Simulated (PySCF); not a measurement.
## Structure and specific rotation at 589.3 nm (origin-invariant length gauge)

Method used: TDDFT BHandHLYP/def2-SVPD circular dichroism and optical rotation, one conformer, gas phase (PySCF). Geometry: GFN2-xTB.

Each molecule in one low-energy conformer. The parent is CC(=S)[C@@H]1CC[C@@H]1C.

The molecule is flexible and this is one conformer; a measurement averages over conformers.

(1) How does the specific rotation at 589.3 nm (origin-invariant length gauge) change along this series?
- CC(=S)[C@@H]1CC[C@@H]1C (base)
- CC(=S)[C@H]1CC[C@@H]1C (diastereomer)

Results:

(1) 
| molecule | [α]589 (deg dm⁻¹ (g/mL)⁻¹) | S1 (eV) | R(S1), velocity form (10⁻⁴⁰ esu² cm²) |
| --- | --- | --- | --- |
| CC(=S)[C@@H]1CC[C@@H]1C | -157.6 | 2.73 | -5.0 |
| CC(=S)[C@H]1CC[C@@H]1C | -325.2 | 2.69 | -4.4 |

The specific rotation at 589.3 nm (origin-invariant length gauge) is lowest for CC(=S)[C@H]1CC[C@@H]1C and highest for CC(=S)[C@@H]1CC[C@@H]1C.
